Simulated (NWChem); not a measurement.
Species: C₂H₈OSi; SMILES C([SiH3])OC

```xyz
12

C      0.6525     1.8632     0.1386
O     -0.4470     1.1932    -0.4307
C     -0.8445     0.0379     0.2908
Si     0.2230    -1.5231    -0.0638
H      0.8644     2.7490    -0.4915
H      0.4366     2.2111     1.1797
H      1.5735     1.2323     0.1786
H     -0.8869     0.2337     1.3926
H     -1.8852    -0.1964    -0.0224
H      1.6664    -1.3173     0.3081
H      0.1534    -1.8651    -1.5259
H     -0.3152    -2.6759     0.7435
```
Atoms are numbered in this order, from 1.

Computed with NWChem. Geometry: optimised at PBE-D3(BJ)/def2-SVP. B3LYP is NWChem's, with the RPA form of VWN correlation.

For level B3LYP/cc-pVDZ:

```yaml
highest occupied level (eV): -6.68
orbital gap (eV): 7.56
```

### Question
Estimate the same quantities for level B3LYP/aug-cc-pVDZ.

### Answer
The highest occupied level (eV) is -6.93. The orbital gap (eV) comes out as 6.57.
